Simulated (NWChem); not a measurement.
Species: C2H4ClFSi; SMILES F/C([SiH3])=C\Cl

```xyz
9

F     -1.5199    -0.1955     0.0000
C     -0.1840    -0.4044     0.0000
Si     0.3538    -2.2176     0.0000
C      0.6697     0.6433     0.0000
Cl     0.1511     2.2909     0.0000
H     -0.1848    -2.9052     1.2221
H     -0.1848    -2.9052    -1.2221
H      1.8549    -2.2520     0.0000
H      1.7583     0.4889     0.0000
```
Atoms are numbered in this order, from 1.

Structure relaxed at the PBE-D3(BJ)/def2-SVP level. B3LYP is NWChem's, with the RPA form of VWN correlation.

Symmetry labels are those of Cs in the frame above (b1 and b2, or b-type labels, depend on it).

Task: List the 6 lowest vertical singlet excitations from B3LYP/6-31+G* (spherical d), full TDDFT (NWChem).

Result: 
```json
[
 {"state": "S1", "energy (eV)": "5.78", "oscillator strength": "0.001", "symmetry": "a\"", "leading excitation (squared amplitude)": "HOMO → LUMO+1 (0.77)"},
 {"state": "S2", "energy (eV)": "6.13", "oscillator strength": "0.000", "symmetry": "a\"", "leading excitation (squared amplitude)": "HOMO → LUMO+2 (0.69)"},
 {"state": "S3", "energy (eV)": "6.29", "oscillator strength": "0.409", "symmetry": "a'", "leading excitation (squared amplitude)": "HOMO → LUMO (0.94)"},
 {"state": "S4", "energy (eV)": "6.66", "oscillator strength": "0.005", "symmetry": "a\"", "leading excitation (squared amplitude)": "HOMO → LUMO+3 (0.83)"},
 {"state": "S5", "energy (eV)": "6.74", "oscillator strength": "0.000", "symmetry": "a\"", "leading excitation (squared amplitude)": "HOMO−1 → LUMO (0.93)"},
 {"state": "S6", "energy (eV)": "7.13", "oscillator strength": "0.000", "symmetry": "a\"", "leading excitation (squared amplitude)": "HOMO → LUMO+5 (0.57)"}
]
```
